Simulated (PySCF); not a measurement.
Radial density of Cu (copper, neutral)

UHF, [Ar] 3d10 4s1, 2S determinant. Computed with PySCF 2.14 in 6-31G*, with the non-relativistic Hamiltonian (point nucleus).

```json
{"r (bohr)": "0.000972", "4πr²ρ (e/bohr)": "0.1831", "4πr²(ρα − ρβ)": "0.0000"}
{"r (bohr)": "0.00163", "4πr²ρ (e/bohr)": "0.5058", "4πr²(ρα − ρβ)": "0.0001"}
{"r (bohr)": "0.00275", "4πr²ρ (e/bohr)": "1.351", "4πr²(ρα − ρβ)": "0.0002"}
{"r (bohr)": "0.00462", "4πr²ρ (e/bohr)": "3.409", "4πr²(ρα − ρβ)": "0.0006"}
{"r (bohr)": "0.00778", "4πr²ρ (e/bohr)": "8.059", "4πr²(ρα − ρβ)": "0.0014"}
{"r (bohr)": "0.0131", "4πr²ρ (e/bohr)": "16.76", "4πr²(ρα − ρβ)": "0.0029"}
{"r (bohr)": "0.0220", "4πr²ρ (e/bohr)": "28.53", "4πr²(ρα − ρβ)": "0.0044"}
{"r (bohr)": "0.0370", "4πr²ρ (e/bohr)": "35.00", "4πr²(ρα − ρβ)": "0.0035"}
{"r (bohr)": "0.0623", "4πr²ρ (e/bohr)": "29.66", "4πr²(ρα − ρβ)": "-0.0004"}
{"r (bohr)": "0.105", "4πr²ρ (e/bohr)": "30.82", "4πr²(ρα − ρβ)": "0.0034"}
{"r (bohr)": "0.176", "4πr²ρ (e/bohr)": "39.77", "4πr²(ρα − ρβ)": "0.0084"}
{"r (bohr)": "0.296", "4πr²ρ (e/bohr)": "21.98", "4πr²(ρα − ρβ)": "-0.0153"}
{"r (bohr)": "0.498", "4πr²ρ (e/bohr)": "21.11", "4πr²(ρα − ρβ)": "0.0023"}
{"r (bohr)": "0.838", "4πr²ρ (e/bohr)": "17.85", "4πr²(ρα − ρβ)": "-0.0104"}
{"r (bohr)": "1.41", "4πr²ρ (e/bohr)": "4.643", "4πr²(ρα − ρβ)": "0.1145"}
{"r (bohr)": "2.37", "4πr²ρ (e/bohr)": "0.6692", "4πr²(ρα − ρβ)": "0.2795"}
{"r (bohr)": "3.99", "4πr²ρ (e/bohr)": "0.2230", "4πr²(ρα − ρβ)": "0.2229"}
{"r (bohr)": "6.71", "4πr²ρ (e/bohr)": "0.03227", "4πr²(ρα − ρβ)": "0.0322"}
{"r (bohr)": "11.3", "4πr²ρ (e/bohr)": "3.697e-05", "4πr²(ρα − ρβ)": "0.0000"}
```

(1) Where is the radial spin density 4πr²(ρα − ρβ) most negative, and why is it negative at all?

Results:

(1) Around r = 0.296 bohr, down to -0.0153 e/bohr: exchange with the open shell polarises the paired shells in an unrestricted calculation.
